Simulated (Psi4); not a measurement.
Psi4 input (wB97X-D/6-311+G**):

```
memory 1500 MB

molecule {
0 1
C    -1.86451500   -0.19305099   -0.30229087
C    -0.56333315   -0.04154812    0.48026975
C     0.64701013    0.05136304   -0.42749150
O     1.80978774    0.19009325    0.38569311
H    -1.85657416   -1.09701737   -0.91613990
H    -2.02991663    0.65781071   -0.96765210
H    -2.72100087   -0.25792182    0.36994247
H    -0.59818899    0.85497302    1.10460412
H    -0.42584240   -0.88977339    1.15582038
H     0.54058237    0.91196633   -1.10137152
H     0.71473927   -0.85110660   -1.04961729
H     2.58292759    0.24973953   -0.18405526
symmetry c1
no_reorient
no_com
}

set {
  basis 6-311+G**
  reference rks
  scf_type df
  df_basis_scf def2-universal-jkfit
  dft_radial_points 99
  dft_spherical_points 590
  e_convergence 1e-8
  d_convergence 1e-7
  maxiter 150
}

e = energy('wb97x-d')
print_out(f'\nFINAL {e:.10f} DIPOLE {variable("CURRENT DIPOLE")[0]:.6f} {variable("CURRENT DIPOLE")[1]:.6f} {variable("CURRENT DIPOLE")[2]:.6f}\n')
```

From the output:

```
      54A      0.710169    55A      0.718879    56A      0.719415
      57A      0.739530    58A      0.741377    59A      0.778156
      60A      0.802189    61A      0.828585    62A      0.938586
      63A      1.006269    64A      1.037726    65A      1.055059
      66A      1.074475    67A      1.154847    68A      1.193372
      69A      1.256529    70A      1.328738    71A      1.345123
      72A      1.382619    73A      1.453009    74A      1.508650
      75A      1.549928    76A      1.571090    77A      1.615631
      78A      1.622082    79A      1.647451    80A      1.654634
      81A      1.673657    82A      1.674530    83A      1.739750
      84A      1.741245    85A      1.791245    86A      1.798090
      87A      1.832024    88A      1.853238    89A      1.930894
      90A      1.981931    91A      2.006750    92A      2.119677
      93A      2.142720    94A      2.187311    95A      2.224729
      96A      2.228403    97A      2.270877    98A      2.402964
      99A      2.408742   100A      2.439875   101A      2.548270
     102A      2.572977   103A      2.576560   104A      2.588474
     105A      2.619697   106A      2.638190   107A      2.688939
     108A      2.705927   109A      2.728086   110A      2.753472
     111A      2.777692   112A      2.797259   113A      2.854570
     114A      2.955237   115A      2.968411   116A      3.037529
     117A      3.184860   118A      3.198066   119A      3.294175
     120A      3.378332   121A      3.475650   122A      3.871275
     123A      3.906859   124A      3.931397   125A      3.944581
     126A      3.969945   127A      4.075229   128A      4.246447
     129A      4.415607   130A      5.117384   131A      5.483696
     132A      5.769746   133A     23.960160   134A     24.025324
     135A     24.106735   136A     50.050860

    Final Occupation by Irrep:
              A
    DOCC [    17 ]
    NA   [    17 ]
    NB   [    17 ]

  @DF-RKS Final Energy:  -194.35299842794166

   => Energetics <=

    Nuclear Repulsion Energy =            130.4494056572729619
    One-Electron Energy =                -520.9801143991978734
    Two-Electron Energy =                 215.2423997586575695
    DFT Exchange-Correlation Energy =     -19.0600587047576973
    Empirical Dispersion Energy =          -0.0046307399166317
    VV10 Nonlocal Energy =                  0.0000000000000000
    Total Energy =                       -194.3529984279416567

Computation Completed

Properties will be evaluated at   0.000000,   0.000000,   0.000000 [a0]

Properties computed using the SCF density matrix

 Multipole Moments:

 ------------------------------------------------------------------------------------
     Multipole            Electronic (a.u.)      Nuclear  (a.u.)        Total (a.u.)
 ------------------------------------------------------------------------------------

 L = 1.  Multiply by 2.5417464519 to convert [e a0] to [Debye]
 Dipole X            :         -0.0520508           -0.0000000           -0.0520508
 Dipole Y            :         -0.0244136           -0.0000000           -0.0244136
 Dipole Z            :         -0.6565266            0.0000001           -0.6565265
 Magnitude           :                                                    0.6590389

 ------------------------------------------------------------------------------------

FINAL -194.3529984279 DIPOLE -0.052051 -0.024414 -0.656526

*** Psi4 exiting successfully. Buy a developer a beer!
```

The geometry given is a B3LYP-D3(BJ)/def2-TZVP minimum.
